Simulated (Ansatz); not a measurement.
System: CBrF2, charge 0, doublet. CBrF2 (SMILES F[C](F)Br, doublet).
B3LYP-D3(BJ)/def2-TZVP minimum from Ansatz (an electronic-structure program):
```xyz
4

C     -0.9787    -0.0231    -0.1195
F     -1.5361    -0.6673     0.8898
F     -1.4489     1.2092    -0.1878
Br     0.9354    -0.1354    -0.1600
```
Charge 0, spin multiplicity 2.

Quantity: atomisation energy (electronic, to ground-state atoms), in kcal/mol. UHF or UKS for unpaired electrons; spin-orbit terms are left out. Cores are frozen in correlated methods (noble-gas shells, and filled d and f shells in the p block). No relativity. CBS(X,Y): correlation extrapolated as X^-3, Hartree-Fock from the larger set. A bracket is a step between two methods taken in the basis named. Double hybrids freeze cores in their MP2 part. Spin-orbit terms, left out, reach several kcal/mol for Br and I, and more for heavier atoms.

CCSD(T)/CBS(cc-pVTZ,cc-pVQZ) + [CCSDT(Q) - CCSD(T)]/cc-pVDZ (Ansatz) gives 295.1 kcal/mol.

Q: What does PBE/def2-TZVPD (Ansatz) give here, and how do the other levels compare?

A: PBE gives 322.0 kcal/mol, 26.9 kcal/mol above it. Differences of the others: r2SCAN/def2-TZVPD (Ansatz) 11.4; B3LYP/def2-TZVPD (Ansatz) -2.2; wB97M-V/def2-TZVPD (Ansatz) 0.9; B2PLYP/def2-TZVPD (Ansatz) -2.3; CCSD(T)/CBS(cc-pVTZ,cc-pVQZ) (Ansatz) -0.8 kcal/mol.
